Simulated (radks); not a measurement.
The mean radii <r> (bohr) of the occupied orbitals of an atom or ion are listed with their occupations. Calculated with a radial shooting solver on a logarithmic mesh with Libxc functionals: non-relativistic Kohn-Sham, PBE, spin-polarised, spherical densities, point nucleus.

orbital  occ.      <r>
1s          2  0.02296
2s          2  0.09601
2p          6  0.08127
3s          2   0.2254

Name the element and its charge. Open shells, if any, are filled with parallel spins first.

Answer. Z = 66, dysprosium, charge +54: Dy54+ in [Ne] 3s2. The 1s radius gives Z: for a bare nucleus <r> = 1.5/Z, 0.02273 bohr for Z = 66, and screening makes it slightly larger (0.02296 here). The occupations add up to 12, and the charge is Z minus that.
